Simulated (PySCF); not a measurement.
**How methods differ on the excitation energy of Rb**

Rb [Kr] 5s1 (2S) → Rb [Kr] 4d1 (2D), as a difference of total energies. All numbers are calculated (PySCF 2.14, scalar relativity by spin-free X2C-1e, in x2c-QZVPPall (13s8p7d3f2g, 111 functions)). Correlated levels: valence and next inner shell: [Ar] 3d10 frozen. The calculations carry no spin-orbit coupling.

| method | excitation energy (cm⁻¹) |
| --- | --- |
| UHF | 19375 |
| LDA | 18403 |
| PBE | 17022 |
| PBE0 | 17543 |
| r2SCAN | 17326 |
| B97-3 | 16572 |
| M06 | 15351 |
| CAM-B3LYP | 19045 |
| MP2 (valence and next inner shell) | 20382 |
| SCS-MP2 (valence and next inner shell) | 20206 |

Errors of the correlated levels include the incompleteness of this basis and the frozen core.

For comparison: 19355 cm⁻¹ (measured; NIST levels, between the centres of gravity of the two terms).
